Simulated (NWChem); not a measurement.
Program: NWChem. System: CH4N2S, charge 1, spin multiplicity 2, at the geometry of a parent with another charge or spin, in a state set for the comparison that need not be this species' ground state. Its SCF solution wasn't tested for a lower state. Level: UB3LYP/STO-3G, VWN1-RPA local correlation.

The NWChem input:

```
start mol
memory heap 200 mb stack 900 mb global 1100 mb
charge 1
geometry units angstroms nocenter noautoz
  N     -1.096516    -0.351608    -1.048769
  C      0.000000     0.000000    -0.315346
  N      1.096516     0.351608    -1.048769
  S      0.000000     0.000000     1.353408
  H     -1.189551    -0.054571    -2.014664
  H     -1.952430    -0.485514    -0.525175
  H      1.189551     0.054571    -2.014664
  H      1.952430     0.485514    -0.525175
  symmetry group C2
end
basis spherical
  * library sto-3g
end
dft
  xc b3lyp
  odft
  mult 2
  semidirect memsize 60000000 filesize 0
  iterations 100
end
task dft energy
```

Output (cleaned and shortened):

```
             Northwest Computational Chemistry Package (NWChem) 7.3.0
             --------------------------------------------------------

                                NWChem Input Module
                                -------------------

 Scaling coordinates for geometry "geometry" by  1.889725989
 (inverse scale =  0.529177249)

 Turning off AUTOSYM since
 SYMMETRY directive was detected!

                             Geometry "geometry" -> ""
                             -------------------------

 Output coordinates in angstroms (scale by  1.889725989 to convert to a.u.)

  No.       Tag          Charge          X              Y              Z
 ---- ---------------- ---------- -------------- -------------- --------------
    1 N                    7.0000    -1.09651600    -0.35160800    -1.04876900
    2 C                    6.0000     0.00000000     0.00000000    -0.31534600
    3 N                    7.0000     1.09651600     0.35160800    -1.04876900
    4 S                   16.0000     0.00000000     0.00000000     1.35340800
    5 H                    1.0000    -1.18955100    -0.05457100    -2.01466400
    6 H                    1.0000    -1.95243000    -0.48551400    -0.52517500
    7 H                    1.0000     1.18955100     0.05457100    -2.01466400
    8 H                    1.0000     1.95243000     0.48551400    -0.52517500

 Effective nuclear repulsion energy (a.u.)     156.9925954962

            Nuclear Dipole moment (a.u.)
            ----------------------------
        X                 Y               Z
 ---------------- ---------------- ----------------
     0.0000000000     0.0000000000     0.0000151178

      Symmetry information
      --------------------

 Group name             C2
 Group number              4
 Group order               2
 No. of unique centers     5

      Symmetry unique atoms

     1    2    4    5    6


 Summary of "ao basis" -> "" (spherical)
 ------------------------------------------------------------------------------
       Tag                 Description            Shells   Functions and Types
 ---------------- ------------------------------  ------  ---------------------
 *                           sto-3g                   on all atoms

                                 NWChem DFT Module
                                 -----------------

 Summary of "ao basis" -> "ao basis" (spherical)
 ------------------------------------------------------------------------------
       Tag                 Description            Shells   Functions and Types
 ---------------- ------------------------------  ------  ---------------------
 N                           sto-3g                  3        5   2s1p
 C                           sto-3g                  3        5   2s1p
 S                           sto-3g                  5        9   3s2p
 H                           sto-3g                  1        1   1s

 Summary of "ao basis" -> "ao basis" (spherical)
 ------------------------------------------------------------------------------
       Tag                 Description            Shells   Functions and Types
 ---------------- ------------------------------  ------  ---------------------
 N                           sto-3g                  3        5   2s1p
 C                           sto-3g                  3        5   2s1p
 S                           sto-3g                  5        9   3s2p
 H                           sto-3g                  1        1   1s

      Symmetry analysis of basis
[...]
    26     -0.720201  6 H  s                 28     -0.720201  8 H  s
     7     -0.430360  2 C  s                 25     -0.391001  5 H  s
    27     -0.391001  7 H  s                 10      0.366195  2 C  pz
     3     -0.173319  1 N  px                13      0.173319  3 N  px

                     DFT Final Beta Molecular Orbital Analysis
                     -----------------------------------------

 Vector   17  Occ=1.000000D+00  E=-5.684067D-01  Symmetry=a
              MO Center= -8.3D-16, -2.1D-16,  9.3D-01, r^2= 2.3D+00
   Bfn.  Coefficient  Atom+Function         Bfn.  Coefficient  Atom+Function
  ----- ------------  ---------------      ----- ------------  ---------------
    21      0.629661  4 S  s                 24      0.521062  4 S  pz
    10     -0.456392  2 C  pz                 7     -0.291245  2 C  s
    20     -0.187496  4 S  pz                 5      0.163014  1 N  pz
    15      0.163014  3 N  pz                17     -0.158374  4 S  s
    25     -0.149987  5 H  s                 27     -0.149987  7 H  s

 Vector   18  Occ=1.000000D+00  E=-4.362828D-01  Symmetry=a
              MO Center=  2.8D-15,  2.4D-15, -1.0D+00, r^2= 1.9D+00
   Bfn.  Coefficient  Atom+Function         Bfn.  Coefficient  Atom+Function
  ----- ------------  ---------------      ----- ------------  ---------------
     4      0.673283  1 N  py                14     -0.673283  3 N  py
     3     -0.158451  1 N  px                13      0.158451  3 N  px
     2     -0.123309  1 N  s                 12     -0.123309  3 N  s
     5      0.110421  1 N  pz                15      0.110421  3 N  pz
    24      0.068645  4 S  pz                10     -0.051553  2 C  pz

 Vector   19  Occ=1.000000D+00  E=-4.025461D-01  Symmetry=b
              MO Center=  2.1D-17, -2.5D-17,  8.1D-01, r^2= 2.2D+00
   Bfn.  Coefficient  Atom+Function         Bfn.  Coefficient  Atom+Function
  ----- ------------  ---------------      ----- ------------  ---------------
    23      0.902570  4 S  py                 4     -0.307307  1 N  py
    14     -0.307307  3 N  py                19     -0.282019  4 S  py
     9      0.116521  2 C  py                 2      0.105676  1 N  s
    12     -0.105676  3 N  s                  3      0.102408  1 N  px
    13      0.102408  3 N  px                25     -0.046563  5 H  s

 Vector   20  Occ=0.000000D+00  E=-3.073855D-01  Symmetry=b
              MO Center= -2.8D-19,  2.4D-18,  1.2D+00, r^2= 1.4D+00
   Bfn.  Coefficient  Atom+Function         Bfn.  Coefficient  Atom+Function
  ----- ------------  ---------------      ----- ------------  ---------------
    22      0.996536  4 S  px                18     -0.311472  4 S  px
     2      0.127708  1 N  s                 12     -0.127708  3 N  s
     4      0.117756  1 N  py                14      0.117756  3 N  py
     5      0.106630  1 N  pz                15     -0.106630  3 N  pz
    23      0.074797  4 S  py                 8      0.074180  2 C  px

 Vector   21  Occ=0.000000D+00  E=-1.607095D-01  Symmetry=b
              MO Center= -1.1D-17,  4.5D-17, -2.9D-01, r^2= 1.9D+00
   Bfn.  Coefficient  Atom+Function         Bfn.  Coefficient  Atom+Function
  ----- ------------  ---------------      ----- ------------  ---------------
     9      0.824178  2 C  py                23     -0.467070  4 S  py
     4     -0.438902  1 N  py                14     -0.438902  3 N  py
     8     -0.211382  2 C  px                 2      0.148048  1 N  s
    12     -0.148048  3 N  s                 19      0.136663  4 S  py
    22      0.127061  4 S  px                25     -0.108797  5 H  s

 Vector   22  Occ=0.000000D+00  E= 1.598116D-02  Symmetry=a
              MO Center= -2.1D-17, -1.7D-17,  4.3D-01, r^2= 2.1D+00
   Bfn.  Coefficient  Atom+Function         Bfn.  Coefficient  Atom+Function
  ----- ------------  ---------------      ----- ------------  ---------------
    24      1.015986  4 S  pz                 7      0.894472  2 C  s
    10      0.602838  2 C  pz                21     -0.495710  4 S  s
    25      0.277121  5 H  s                 27      0.277121  7 H  s
    20     -0.270013  4 S  pz                 3     -0.180073  1 N  px
    13      0.180073  3 N  px                26     -0.179186  6 H  s

   alpha - beta orbital overlaps
   -----------------------------

   alpha      1      2      3      4      5      6      7      8      9     10
    beta      1      2      3      4      5      7      6      8      9     10
 overlap   1.000  1.000  1.000  1.000  1.000  0.996  1.000  0.996  1.000  1.000

   alpha     11     12     13     14     15     16     17     18     19     20
    beta     11     12     13     14     15     16     17     20     18     19
 overlap   0.994  0.991  0.999  0.991  1.000  0.997  0.997  0.991  1.000  0.995

   alpha     21     22     23     24     25     26     27     28
    beta     21     22     23     24     25     26     28     27
 overlap   0.998  1.000  1.000  0.999  1.000  1.000  1.000  1.000

     --------------------------
     Expectation value of S2:
     --------------------------
      <S2> =      0.7524 (Exact =     0.7500)

 center of mass
 --------------
 x =  -0.00000000 y =  -0.00000000 z =   0.12420175

 moments of inertia (a.u.)
 ------------------
         367.511573345716         -45.849390384004           0.000000000000
         -45.849390384004         511.302091977624          -0.000000000000
           0.000000000000          -0.000000000000         171.955414553946

     Multipole analysis of the density
     ---------------------------------

     L   x y z        total         alpha         beta         nuclear
     -   - - -        -----         -----         ----         -------
     0   0 0 0      1.000000    -20.000000    -19.000000     40.000000

     1   1 0 0     -0.000000     -0.000000     -0.000000      0.000000
     1   0 1 0      0.000000     -0.000000      0.000000      0.000000
     1   0 0 1     -0.786491     -1.643302      0.856796      0.000015

     2   2 0 0    -11.954891    -55.773676    -53.624460     97.443245
     2   1 1 0      0.797741    -12.903453    -12.807914     26.509108
     2   1 0 1     -0.000000     -0.000000      0.000000     -0.000000
     2   0 2 0    -21.197211    -14.899268    -14.183561      7.885618
     2   0 1 1     -0.000000     -0.000000     -0.000000     -0.000000
     2   0 0 2    -12.036682   -106.095875    -98.679217    192.738410

 Task  times  cpu:        1.0s     wall:        1.0s

 Total times  cpu:        1.1s     wall:        1.1s
```
